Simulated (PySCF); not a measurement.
Compound: C4H12NSi (charge +1).
Bonds: Si1–C2, C2–C3, C3–C4, C4–N5, N5–C6, C3–C6. Hydrogens: H7, H8, H9 on Si1; H10, H11 on C2; H12 on C3; H13, H14 on C4; H15, H16 on N5; H17, H18 on C6.

The same species was optimised twice, with GFN2-xTB and with PBE0-D3(BJ)/def2-SVP (PySCF), and the same property calculations (PySCF, gas phase) were run on both structures.

```tsv
coordinate	GFN2-xTB	PBE0-D3(BJ)/def2-SVP	change
Si1–C2 (Å)	1.928	1.906	-0.022
N5–C6 (Å)	1.495	1.515	+0.020
C4–N5 (Å)	1.496	1.515	+0.019
C3–C6 (Å)	1.546	1.542	-0.004
C3–C4 (Å)	1.541	1.542	+0.001
C2–C3 (Å)	1.512	1.513	+0.001
C2–C3–C6 (°)	117.3	119.3	+2.0
C2–C3–C4 (°)	116.7	118.5	+1.8
C4–N5–C6 (°)	90.4	89.2	-1.2
C3–C4–N5 (°)	90.7	89.8	-0.9
C3–C6–N5 (°)	90.6	89.8	-0.8
Si1–C2–C3 (°)	113.1	113.9	+0.8
C4–C3–C6 (°)	86.8	87.2	+0.4
Si1–C2–C3–C4 (°)	-71	-66	+5
```

Rotational constants: A = 7289, B = 1386, C = 1253 MHz (GFN2-xTB) against A = 7245, B = 1378, C = 1240 MHz (PBE0-D3(BJ)/def2-SVP). Point groups within 0.08 Å: C1 and C1.

On the GFN2-xTB structure: lowest singlet, TDDFT (eV) 7.41 [CAM-B3LYP/def2-SVPD]; lowest triplet, Tamm–Dancoff (eV) 7.32 [CAM-B3LYP/def2-SVPD]; isotropic polarisability (au) 74.6 [CAM-B3LYP/def2-SVPD]; HOMO (eV) -13.67 [CAM-B3LYP/def2-SVPD]; LUMO (eV) -3.83 [CAM-B3LYP/def2-SVPD].

Question: What do these properties become on the PBE0-D3(BJ)/def2-SVP structure?

Answer: 
| property | level | on GFN2-xTB | on PBE0-D3(BJ)/def2-SVP | change |
| --- | --- | --- | --- | --- |
| lowest singlet, TDDFT (eV) | CAM-B3LYP/def2-SVPD | 7.41 | 7.57 | +0.16 |
| lowest triplet, Tamm–Dancoff (eV) | CAM-B3LYP/def2-SVPD | 7.32 | 7.46 | +0.14 |
| isotropic polarisability (au) | CAM-B3LYP/def2-SVPD | 74.6 | 76.3 | +1.7 |
| HOMO (eV) | CAM-B3LYP/def2-SVPD | -13.67 | -13.83 | -0.16 |
| LUMO (eV) | CAM-B3LYP/def2-SVPD | -3.83 | -3.85 | -0.02 |
| energy, GFN2-xTB geometry as zero (kcal/mol) | CAM-B3LYP/def2-SVPD | 0.0 | -1.9 | -1.9 |

The heavy atoms differ by 0.059 Å rms after alignment. Among bonds between heavy atoms Si1–C2 changes most (-0.022 Å). Changes are differences of the printed values. Neither structure is proved a minimum here. One conformer (not necessarily the lowest) at the PBE0-D3(BJ)/def2-SVP geometry, without solvent, vibrations or thermal averaging.

The values belong to the conformer `[SiH3:1][CH2:2][CH:3]1[CH2:4][NH2+:5][CH2:6]1`: Si1–C2–C3–C4 -66°.
